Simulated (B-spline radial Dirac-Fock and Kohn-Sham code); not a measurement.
**Sn 3p3/2: cross section and angular parameters**

System: the free tin atom, configuration 1s2 2s2 2p6 3s2 3p6 3d10 4s2 4p6 4d10 5s2 5p2; threshold 714.6 eV (tabulated edge). The computed values come from a radial atomic solver: Dirac-Hartree-Slater photoionisation with a Latter tail; cross sections with all multipoles, angular parameters from the dipole term and its interference with E2.

For linearly polarised light dσ/dΩ = σ/(4π) [1 + β P₂(cos θ) + (δ + γ cos²θ) sin θ cos φ], with θ from the polarisation vector and φ the angle between the beam and the projection of the electron momentum on the plane normal to the polarisation.

```tsv
hν (eV)	σ (kb)	β	γ	δ
800	306	0.659	0.087	0.143
1070	215	1.339	0.220	0.027
2000	74.7	1.634	-0.023	0.004
2150	64.8	1.641	-0.007	0.005
2460	49.3	1.646	0.044	0.006
2860	35.8	1.642	0.129	0.009
3270	26.6	1.632	0.226	0.011
3480	23.0	1.625	0.277	0.012
3680	?	?	?	?
4160	15.1	1.598	0.437	0.017
6000	6.08	1.516	0.819	0.032
6370	5.20	1.499	0.887	0.035
6780	4.41	1.482	0.959	0.039
7370	3.53	1.456	1.056	0.045
7610	3.24	1.446	1.094	0.047
8047.8	2.78	1.428	1.159	0.052
9180	1.93	1.382	1.314	0.063
12000	0.900	1.280	1.628	0.094
```

Problem. Give the values at 3680 eV.

Solution. σ = 20.2 kb, β = 1.617, γ = 0.325, δ = 0.014.
